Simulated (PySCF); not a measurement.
Compound: C3H7O3S (doublet state).
Z-matrix (Å and degrees, GFN2-xTB geometry), rows numbered from 1:
```
C 
C   1  1.4653
C   2  1.4656  1  127.08
S   2  1.7430  1  115.94  3   171.29
O   4  1.4340  2  111.78  1   163.48
O   4  1.4319  2  111.06  1    29.09
O   4  1.6360  2   99.45  1   -84.32
H   1  1.0965  2  111.19  3   -78.28
H   1  1.0880  2  108.46  3   163.60
H   1  1.0908  2  111.85  3    41.64
H   3  1.0878  2  108.59  1  -168.08
H   3  1.0963  2  111.34  1    72.99
H   3  1.0914  2  111.63  1   -46.44
H   7  0.9587  4  110.19  2  -161.80
```

The hyperfine couplings belong to this conformer and change with its torsions.

Identity: `C[C](C)S(=O)(=O)O` [radical].

Computed, not measured: UKS B3LYP, pcH-1 on C H O S, non-relativistic, mean-field spin-orbit, GIAO (PySCF). Isolated species at its GFN2-xTB geometry (one conformer only). A GFN2-xTB geometry isn't a minimum of the functional, and hyperfine couplings can be far from their values at a DFT geometry. Stability of the SCF solution: not tested.

(1) Break the g tensor into its mass correction, gauge correction and orbital-Zeeman/spin–orbit terms.

(2) At 9.626 GHz, how far is the centre of the isotropic spectrum from where a free electron (g = 2.002319) resonates?

(3) What effective moment and Curie constant follow for a powder?

(4) In a frozen sample, at which fields do the three g values resonate at 9.5, 34, 94 and 263 GHz (hyperfine left aside), and which band first spreads them over more than twice a line width of 0.3 mT?

Answers

(1) 
```tsv
Δg (ppm)	1	2	3
relativistic mass correction	-151	-151	-151
gauge correction	30	2	24
orbital Zeeman/spin–orbit	-796	257	1179
total	-917	107	1051
```

So g = 2.00140, 2.00243, 2.00337 and g_iso = 2.00240; the tensor is rhombic: the two nearest values differ by 48 % of g3 − g1. Axes: g3 points within 8° of the C2–S4 bond.

(2) B = hν/(g μB) with μB/h = 13.99624 MHz/mT gives 343.48 mT for the free electron and 343.47 mT at g_iso, 0.01 mT lower.

(3) With the mean of g² = 4.0096 and S(S+1) = 0.75: μ_eff = √(⟨g²⟩S(S+1)) = 1.734 μB and χT = 0.12505·⟨g²⟩·S(S+1) = 0.376 cm³ K/mol (cgs; spin-Hamiltonian part alone).

(4) 
```json
{"band": "X", "GHz": "9.5", "B(g3) mT": "338.81", "B(g2) mT": "338.97", "B(g1) mT": "339.14", "spread mT": "0.33"}
{"band": "Q", "GHz": "34.0", "B(g3) mT": "1212.57", "B(g2) mT": "1213.14", "B(g1) mT": "1213.76", "spread mT": "1.19"}
{"band": "W", "GHz": "94.0", "B(g3) mT": "3352.39", "B(g2) mT": "3353.97", "B(g1) mT": "3355.69", "spread mT": "3.30"}
{"band": "J", "GHz": "263.0", "B(g3) mT": "9379.57", "B(g2) mT": "9383.99", "B(g1) mT": "9388.80", "spread mT": "9.22"}
```

The spread grows in proportion to the frequency. Q band is the first where it exceeds 0.6 mT.

The Mulliken spin populations are largest on C2 (+0.90), C3 (-0.07), C1 (-0.07) and H8 (+0.07). No atom but C2 exceeds +0.15. The positive populations add up to 1.15 and the negative ones to -0.15, together 2S = 1. The angles at C2 add up to 359.5°, so it is planar.

The HOMO–LUMO gaps are 7.24 eV among the α and 5.06 eV among the β orbitals.

On Arm Neoverse V1, one thread, on a shared host, this took 73 s.
